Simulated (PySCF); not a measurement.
hexafluorocyclobutene (C₄F₆), SMILES FC1=C(C(F)(F)C1(F)F)F.

Geometry optimised at B3LYP-D3(BJ)/def2-SVP.

Computed with PySCF with B3LYP-D3(BJ)/def2-SVP.

Harmonic, unscaled wavenumbers; measured fundamentals usually lie a few per cent lower.

List the normal modes with their intensities. (An estimate is asked for; the answer gives what the named calculation found.)


```tsv
mode	ν (cm⁻¹)	IR (km/mol)	moving atoms (share of kinetic energy)
1	66	0.0	F 94 %
2	182	2.4	F 80 %, C 20 %
3	210	0.9	F 99 %
4	224	0.0	F 100 %
5	234	0.2	F 100 %
6	264	1.0	F 92 %, C 8 %
7	280	2.4	F 93 %
8	427	8.0	F 83 %, C 17 %
9	472	8.8	F 84 %, C 16 %
10	488	0.0	F 68 %, C 32 %
11	577	0.0	C 70 %, F 30 %
12	638	4.2	F 84 %, C 16 %
13	649	0.0	C 74 %, F 26 %
14	699	8.1	F 89 %, C 11 %
15	858	0.0	C 89 %, F 11 %
16	984	193.6	C 69 %, F 31 %
17	1000	177.4	C 59 %, F 41 %
18	1158	82.1	C 83 %, F 17 %
19	1202	401.8	C 70 %, F 30 %
20	1210	0.0	C 80 %, F 20 %
21	1298	53.7	C 85 %, F 15 %
22	1409	128.7	C 90 %, F 10 %
23	1441	352.5	C 85 %, F 15 %
24	1855	69.1	C 94 %
```
